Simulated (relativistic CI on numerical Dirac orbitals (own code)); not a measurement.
## Ag+: sensitivity of the levels to the model

Base calculation: Dirac-Coulomb-Breit CI, KLI orbitals optimised for each configuration, a model potential for QED, valence Slater integrals scaled by 0.85, P86 correlation energy added to each configuration.

Configuration list (outside the closed core [Kr]): 4d10, 4d9 5s, 4d9 5p, 4d8 5s2, 4d9 6s, 4d9 5d, 4d9 6p, 4d9 7s, 4d9 4f, 4d8 5s 5p, 4d9 6d, 4d9 7p, 4d9 5f, 4d9 5g, 4d9 7d, 4d9 6f, 4d8 5s 6s. Levels of other configurations are missing.

Variants: (1) self-excluded LDA correlation estimate; (2) valence Slater integrals scaled by 0.75; (3) only the first 3 configurations; (4) non-relativistic limit. Shifts of the energy above 4d10 1S_0, in cm⁻¹, for the lowest level and the first level of each name with at least 55 % of one term (blank where a level changes its place among those of its configuration and J or its character, or is not in the variant):

```
       Level      Base     Δ(1)    Δ(2)    Δ(3)      Δ(4)  Measured
   4d10 1S_0       0.0      0.0     0.0     0.0       0.0       0.0
 4d9 5s 3D_3   40079.7   +330.9  +100.5  -311.2  +10907.7   39168.0
 4d9 5s 3D_2   41734.4   +332.5    -6.8  -241.4   +9253.0   40745.3
 4d9 5s 3D_1   44464.6   +330.8   +76.2  -313.3   +6522.8   43742.7
 4d9 5s 1D_2   47256.1   +338.2  -334.3   +47.5   +7625.4   46049.0
4d9 5p 3P°_2   77880.9  +1026.6  +547.5  +510.4   +7057.4   80176.4
4d9 5p 3F°_3   80341.1  +1024.9  +209.0  +306.8   +6915.2   82171.7
4d9 5p 3P°_1   81029.3  +1027.1  +436.3  +488.4   +3909.0   83625.5
4d9 5p 3F°_4   81291.7  +1024.5  +208.5  +162.1   +5964.6   83669.6
4d9 5p 3F°_2   83053.2  +1025.7   +92.7  +363.5   +4203.1   85200.7
4d9 5p 3P°_0   83295.2  +1027.2  +479.2  +492.8   +1643.1   86140.1
4d9 5p 3D°_3   84123.4  +1026.2   -85.6  +638.9             86460.6
4d9 5p 3D°_1   87850.6  +1027.9  -135.9  +634.4   +2661.6   90334.8
4d9 5p 3D°_2   88413.2  +1027.0  -127.1  +709.3             90887.8
4d9 5p 1P°_1   88483.0  +1042.1  -421.5  +452.4   +3750.9   89895.5
4d8 5s2 3F_4   99161.1   +759.4  +906.3          +22821.6          
4d8 5s2 3F_3  103018.0   +761.1  +913.0          +18964.7          
4d8 5s2 3F_2  104755.0   +762.4  +714.9          +17227.7          
 4d9 6s 3D_3  115497.7  +3958.8    -6.1           +6409.8          
4d8 5s2 3P_1  115682.2   +827.9  -536.0          +19691.2          
4d8 5s2 3P_0  115898.4   +815.3  -638.3          +19474.9          
4d8 5s2 1G_4  118894.5  +1012.0  -861.2          +20756.5
```

For a near-neutral ion this model can misplace configurations by up to about 10,000 cm⁻¹ (more where the count of f electrons changes) and terms by 10 to 25 % of their spread. Rates follow the energies as ν³ (E1, M1) or ν⁵ (E2), so they and the lifetimes can be off by large factors. The fine structure of a lone outer electron comes out too small, for d and f at times inverted, and misplaced configurations move strength between like terms. 14 of the 16 excited levels that our extract of the measured tables holds in this range could be paired (the sources list more); they are missed by 1902 cm⁻¹ on average and 2845 at most, and levels without a partner can miss by more.

Measured levels: NIST Handbook of Basic Atomic Spectroscopic Data (Sansonetti and Martin, J. Phys. Chem. Ref. Data 34, 1559 (2005)).

Ionisation energy from the two ground configurations alone: base 20.9 eV; self-excluded LDA correlation estimate 21.18 eV. The NIST ASD value (measured) is 21.4844 eV. The gap of more than 2 % comes from missing correlation.

LS names give the leading component of a level, which can be under half, so a name can repeat, a term be missing and a line seem to break the LS rules.
